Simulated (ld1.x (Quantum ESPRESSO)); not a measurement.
## What the settings do to the TM semilocal potential of lanthanum

Base potential:

lanthanum, norm-conserving Troullier–Martins (semilocal form), made with ld1.x (Quantum ESPRESSO) 7.5 (BP86, scalar-relativistic). Core [Kr] 4d10, reference 4f0 5s2 5p6 5d1 6s2 6p0. Waves: 5s (bound): rc 1.60 bohr; 5p (bound): rc 1.95 bohr; 4f (bound, empty): rc 2.00 bohr; 5d (bound): rc 2.95 bohr. Local part: the d channel. Core correction: Bessel-smoothed model core inside 1.10 bohr.

Occupied shells without a wave of their own: 6s. They enter only through the test configuration that unscreens the potential, and ld1.x also counts them in the model core charge.

All-electron outer shells of the reference configuration (BP86, scalar-relativistic, ld1.x):

```
shell  level (eV)  outermost node (bohr)  outermost maximum (bohr)
   4p     -200.08                   0.34                      0.63
   4d     -103.93                   0.32                      0.68
   5s      -39.03                   0.77                      1.41
   5p      -22.48                   0.83                      1.58
   4f       -4.46                      –                      0.75
   6s       -3.81                   1.86                      3.79
   5d       -3.20                   0.95                      2.21
   6p       -1.43                   2.21                      4.93
```

Cutoffs, loose and tight: the cutoffs (Ry, on a coarse ladder) from which the occupation-weighted sum of valence levels, in a spherical-Bessel basis at the reference potential, stays within 10 and 1 mRy of its value at 400 Ry. They do not see the model core or the augmentation charge, which bear on the density cutoff. Test errors are all-electron minus pseudo excitation energies from the reference, over the configurations 4f0 5s2 5p6 5d1 6s1 6p0; 4f0 5s2 5p6 5d1 6s0 6p0; 4f0 5s2 5p6 5d0 6s0 6p0; 4f1 5s2 5p6 5d0 6s1 6p0; 4f0 5s2 5p5 5d1 6s2 6p0; 4f0 5s2 5p6 5d2 6s1 6p0; 4f0 5s1 5p6 5d1 6s2 6p0. A dash means not determined; rows that change the core or the reference have their own tests. The largest error is taken over the tests solved by every variant that gives reliable tests at all: 4f0 5s1 5p6 5d1 6s2 6p0; 4f0 5s2 5p5 5d1 6s2 6p0; 4f0 5s2 5p6 5d0 6s0 6p0; 4f0 5s2 5p6 5d1 6s0 6p0; 4f0 5s2 5p6 5d1 6s1 6p0; 4f0 5s2 5p6 5d2 6s1 6p0.

With those shells counted twice in exchange and correlation these files are broken, and their errors move erratically; no question is asked of them.

For the base: The cutoffs count occupied waves only; the empty 4f level needs 90 Ry at the loose tolerance.

A true bound ghost makes a file unfit for plane-wave use even where its test errors are small: the radial tests pick states by their node count and pass the ghost by.

Cutoffs are not given where the Bessel-basis levels miss the radial ones by over 6 mRy, ghosts where they miss by over 20 mRy; a channel whose overlap is not positive is not tested.

In the semilocal form every listed channel keeps its own potential, so the choice of the local channel does not act on these tests. It acts once the file is put into the separable form.

A semilocal file is local in each channel, so a ghost entry of none says nothing of the separable form that plane-wave codes build from it.

| change | outcome | cutoff, loose | cutoff, tight | bound ghosts | largest test error (meV) |
| --- | --- | --- | --- | --- | --- |
| base | generated | 50 Ry | 90 Ry | none | -1257 |
| core correction Bessel-smoothed model core inside 1.30 bohr | generated | 50 Ry | 90 Ry | none | -1257 |
| functional LDA (PZ) | generated | 50 Ry | 90 Ry | none | -1150 |
| local potential the p channel | generated | 50 Ry | 90 Ry | none | -1257 |
| wave 5p (bound): rc 1.95 bohr becomes 5p (bound): rc 2.40 bohr | generated | 45 Ry | 90 Ry | none | -1252 |
| wave 5d (bound): rc 2.95 bohr becomes 5d (bound): rc 3.72 bohr | generated | 50 Ry | 90 Ry | none | -1248 |
| all radii but the core radius scaled by about 0.77 (s 1.24, p 1.50, d 2.28, f 1.54 bohr) | generated | 100 Ry | 230 Ry | none | -1761 |
| core [Kr] 4d10 5s2, valence charge 9; reference 4f0 5p6 5d1 6s2 6p0; waves now 6s (bound): rc 2.95 bohr; 5d (bound): rc 3.55 bohr; 4f (bound): rc 1.00 bohr; 5p (bound): rc 2.60 bohr; local potential the p channel; core correction a·sin(br)/r model core inside 0.50 bohr | generated | 18 Ry | 25 Ry | none | -459 over the solved tests; 2 of 7 tests not solved or not reliable |
| wave 4f (bound): rc 2.00 bohr becomes 4f (bound): rc 2.58 bohr | generated | 50 Ry | 90 Ry | none | -1257 |
| wave 5s (bound): rc 1.60 bohr becomes 5s (bound): rc 2.12 bohr | generated, misses its reference levels by 0.34 eV | 40 Ry | 55 Ry | none | -2727 |
| type ultrasoft, which also changes the form from semilocal to separable; waves now 5s (bound): rc 1.60 bohr; 6s (bound): rc 1.60 bohr; 5p (bound): rc 1.95 bohr; 6p (bound): rc 1.95 bohr; 5d (bound): rcut 2.55, rcutus 2.95 bohr; 5d channel at 4.5 Ry: rcut 2.55, rcutus 2.95 bohr; 4f (bound): rcut 1.75, rcutus 2.00 bohr; 4f channel at 1.85 Ry: rcut 1.75, rcutus 2.00 bohr; local potential all-electron potential smoothed inside 1.85 bohr (lloc = -1); augmentation built from norm-conserving waves at rcut, not smoothed further | generated | – | – | p | -14 |
